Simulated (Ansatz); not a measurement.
Gas-phase electronic energies from Ansatz, PBE0-D4/def2-TZVP geometries. CCSD(T)/CBS is the MP2 limit (def2-TZVPP, def2-QZVPP) plus CCSD(T) − MP2 in def2-TZVPP, frozen cores. This one scheme is used for every species. Functionals use def2-TZVPP.

Consider the ligand exchange at the Si–C bond: `C#C[SiH2]C#C` + H–F → `C#C[SiH2]F` + acetylene.

```json
{"level": "revPBE-D4", "ΔE (kJ/mol)": "-82.8"}
{"level": "BLYP-D4", "ΔE (kJ/mol)": "-96.9"}
{"level": "CCSD(T)/def2-SVP", "ΔE (kJ/mol)": "-93.8"}
{"level": "HF/def2-QZVPP", "ΔE (kJ/mol)": "-118.7"}
```

Task: What does CCSD(T)/CBS give? (An estimate is asked.)

Result: Computed: -95.1 kJ/mol. The listed levels differ from it by 12.3, -1.8, 1.3, -23.6 kJ/mol.

Task: What do rigid-rotor, harmonic-oscillator terms from PBE0-D4/def2-TZVP frequencies (298.15 K, 1 bar) make of the CCSD(T)/CBS value? (An estimate is asked.)

Result: The calculation gave: ΔZPE = +3.4 kJ/mol, ΔH = -94.2 kJ/mol, ΔS = 3 J/(mol·K), ΔG = -95.0 kJ/mol.

Largest T1 diagnostic among the species: 0.013.

From BLYP to BHLYP (50 % exact exchange), in def2-TZVPP and without D4, ΔE moves by −5.2 kJ/mol. In def2-TZVPP, CCSD(T) changes the Hartree–Fock value by +21.4 kJ/mol (the triples alone add +3.7 kJ/mol) and MP2 by +25.1 kJ/mol. Leaving LDA and LC-ωPBE aside and taking each functional with its dispersion term where it has one, the values, not all of them listed here, spread over 22.9 kJ/mol, from CAM-B3LYP-D4 to revPBE-D4.
